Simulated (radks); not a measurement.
Spherical jellium clusters: N electrons in a uniform positive sphere of charge N and radius rs N^(1/3), rs = 5.47 bohr. Method: non-relativistic Kohn-Sham, LDA (Slater exchange, Perdew-Wang correlation), spin-polarised, spherical densities; computed with a radial shooting solver with Libxc functionals. Levels are named by radial order and angular momentum (1s, 1p, 1d, 2s, ...), and open shells are averaged over m. Each electron was tried in the lowest free levels, single moves between levels near the top were tried too, and the lowest total energy was kept; such a search can miss a lower state. Energies include the self-energy of the background; IP and EA are vertical (highest electron removed, lowest free level filled), at fixed background; spill-out counts the electrons outside the background radius R, and alpha is the static dipole polarisability from linear response (closed shells only). A dash means not computed or, for alpha, an open shell; in EA it means that no bound solution was reached, which is typical of self-interaction and does not show that the anion is unstable. Real open-shell clusters deform, which this model forbids.

N        open shells  2S  E/N (eV)  E(N+1) + E(N-1) - 2E(N) (eV)  EA (eV)  alpha/R^3
1   1s(up 1, down 0)   1    -1.358                             -        -          -
2               none   0    -1.632                         0.646        -      1.415
3   1p(up 1, down 0)   1    -1.508                        -0.442        -          -
4   1p(up 2, down 0)   2    -1.557                        -0.280        -          -
5   1p(up 3, down 0)   3    -1.642                         0.239        -          -
6   1p(up 3, down 1)   2    -1.659                        -0.232    1.113          -
7   1p(up 3, down 2)   1    -1.704                        -0.163    1.314          -
8               none   0    -1.759                         0.680        -      1.291
9   1d(up 1, down 0)   1    -1.726                        -0.170        -          -
10  1d(up 2, down 0)   2    -1.716                        -0.140    1.079          -
11  1d(up 3, down 0)   3    -1.721                        -0.117    1.218          -
12  1d(up 4, down 0)   4    -1.735                        -0.098    1.335          -
13  1d(up 5, down 0)   5    -1.754                         0.243    1.119          -
14  1d(up 5, down 1)   4    -1.753                        -0.109    1.250          -
15  1d(up 5, down 2)   3    -1.760                        -0.093    1.360          -
16  1d(up 5, down 3)   2    -1.772                        -0.080    1.454          -
17  1d(up 5, down 4)   1    -1.787                        -0.069    1.537          -
18              none   0    -1.804                         0.146    1.417      1.223
19  2s(up 1, down 0)   1    -1.811                         0.179    1.277          -
20              none   0    -1.809                         0.116    1.172      1.243
21  1f(up 1, down 0)   1    -1.802                        -0.074    1.255          -
22  1f(up 2, down 0)   2    -1.798                        -0.067    1.329          -
23  1f(up 3, down 0)   3    -1.798                        -0.061    1.397          -
24  1f(up 4, down 0)   4    -1.800                        -0.055    1.458          -
25  1f(up 5, down 0)   5    -1.805                        -0.050    1.515          -
26  1f(up 6, down 0)   6    -1.811                        -0.046    1.566          -
27  1f(up 7, down 0)   7    -1.818                             -    1.368          -

All shells are closed at N = 2, 8, 18, 20 (there: 1s2 1p6 1d10 2s2); the second difference of the energy has clear peaks (12 % above both neighbours; the first and last values, which can be the largest, are not judged, and half-filled shells can peak too) at N = 5, 8, 13, 19.
